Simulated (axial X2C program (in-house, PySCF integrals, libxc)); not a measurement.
Values are calculated unless marked as measured or tabulated.
**GeS⁻: input and output**

Program: an in-house relativistic program for diatomic molecules.

Input:
```json
{
 "zs": [
  32,
  16
 ],
 "q": -1,
 "bas": [
  "dyall-acv3z",
  "dyall-av3z"
 ],
 "levels": [
  "PBE0",
  "HF",
  "PBE50"
 ],
 "cc": true,
 "r0": 2.05,
 "thr": -1.0,
 "nmax": 90,
 "npts": 10,
 "nst": 2,
 "ntry": 6
}
```
```bash
python so2c.py task.json out
```

Keys: zs atomic numbers; q charge; bas basis sets; levels methods; cc coupled cluster on or off; r0 starting distance in Å; thr threshold in hartree for freezing inner shells (an s shell follows its p shell); nmax most natural virtual spinors; npts points on the curve; nst determinants followed; ntry starts of the search. HF also brings MP2.

Output of the PBE0 step, without spin–orbit coupling, at R = 2.116 Å for the state M_S = 1/2, Λ = 1. It starts from the PBE0 orbitals of the search at 2.116 Å.

```
spin-free X2C-1e  PBE0
basis functions 186  fitting functions 1004  grid points 5077
iter        total energy     max residual
   1      -2497.835953776     6.66e-06
   2      -2497.835953780     6.69e-06
   3      -2497.835953781     2.58e-06
converged
one-electron -3740.63912226  Coulomb 1220.57047490  exact exchange -25.94629473  xc functional -79.86389070  nuclear repulsion 128.04287901
```
Energies are in hartree; totals compare only within one Hamiltonian and basis.
